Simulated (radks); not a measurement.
The mean radii <r> (bohr) of the occupied orbitals of an atom or ion are listed with their occupations. All-electron calculation, scalar-relativistic Kohn-Sham, Slater X-alpha with alpha = 0.551, spin-polarised, spherical densities, point nucleus. Program: a radial shooting solver on a logarithmic mesh with Libxc functionals.

| orbital | occ. | <r> |
|---|---|---|
| 1s up | 1 | 0.01934 |
| 1s down | 1 | 0.01934 |
| 2s up | 1 | 0.08198 |
| 2s down | 1 | 0.08198 |
| 2p up | 3 | 0.07305 |
| 2p down | 3 | 0.07305 |
| 3s up | 1 | 0.2133 |
| 3s down | 1 | 0.2133 |
| 3p up | 3 | 0.2130 |
| 3p down | 3 | 0.2130 |
| 3d up | 5 | 0.1931 |
| 3d down | 5 | 0.1931 |
| 4s down | 1 | 0.4793 |
| 4s up | 1 | 0.4793 |
| 4p up | 3 | 0.5097 |
| 4p down | 3 | 0.5097 |
| 4d up | 5 | 0.5503 |
| 4d down | 5 | 0.5502 |
| 5s up | 1 | 1.176 |
| 5s down | 1 | 1.174 |
| 5p up | 3 | 1.400 |
| 5p down | 3 | 1.392 |
| 4f up | 7 | 0.7387 |
| 4f down | 7 | 0.7349 |
| 6s up | 1 | 3.133 |

Name the element and its charge. Open shells, if any, are filled with parallel spins first.

Answer. Z = 71, lutetium, charge +2: Lu2+ in [Xe] 4f14 6s1. The 1s radius gives Z: for a bare nucleus <r> = (2 gamma + 1)/(2Z) with gamma = sqrt(1 - (Z/c)^2), 0.01909 bohr for Z = 71, and screening makes it slightly larger (0.01934 here). The occupations add up to 69, and the charge is Z minus that.
